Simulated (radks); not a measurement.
Values are calculated unless marked as measured or tabulated.
V XII, configuration [Ne] 3s2. Level of theory: non-relativistic Kohn-Sham, PBE, spin-unpolarised, spherical densities, point nucleus (a radial shooting solver on a logarithmic mesh with Libxc functionals).

Local quantities along the radius. ELF = 1/(1 + alpha^2) is the electron localisation function; alpha = (tau - tau_W)/tau_unif compares the Pauli kinetic energy density with that of the uniform gas.

```
   r/bohr * ELF (the largest magnitude, 1, reaches the edge; | marks zero)
 0.002442 |                                                      *
 0.002731 |                                                      *
 0.003055 |                                                      *
 0.003417 |                                                      *
 0.003821 |                                                      *
 0.004309 |                                                      *
 0.004819 |                                                      *
  0.00539 |                                                      *
 0.006029 |                                                      *
 0.006744 |                                                      *
 0.007543 |                                                      *
 0.008437 |                                                      *
 0.009437 |                                                      *
  0.01056 |                                                      *
  0.01181 |                                                      *
  0.01331 |                                                      *
  0.01489 |                                                      *
  0.01665 |                                                      *
  0.01863 |                                                      *
  0.02083 |                                                      *
   0.0233 |                                                      *
  0.02607 |                                                      *
  0.02916 |                                                      *
  0.03261 |                                                      *
  0.03648 |                                                     *
   0.0408 |                                                     *
    0.046 |                                                    *
  0.05145 |                                                  *
  0.05755 |                                               *
  0.06437 |                                          *
    0.072 |                                  *
  0.08053 |                         *
  0.09007 |                 *
   0.1007 |             *
   0.1127 |             *
    0.126 |               *
   0.1421 |                     *
    0.159 |                             *
   0.1778 |                                     *
   0.1989 |                                          *
   0.2224 |                                             *
   0.2488 |                                               *
   0.2783 |                                               *
   0.3113 |                                              *
   0.3482 |                                          *
   0.3894 |                                  *
   0.4356 |                    *
   0.4911 |        *
   0.5493 |    *
   0.6144 |      *
   0.6872 |              *
   0.7686 |                                  *
   0.8597 |                                                *
   0.9616 |                                                     *
    1.076 |                                                      *
    1.203 |                                                      *
    1.346 |                                                      *
    1.517 |                                                      *
    1.697 |                                                      *
    1.898 |                                                      *
    2.123 |                                                      *
    2.375 |                                                      *
```

On this mesh the ELF has minima near r = 0.11, 0.55 bohr, which separate the shells, and maxima near 0.28 (0.87).
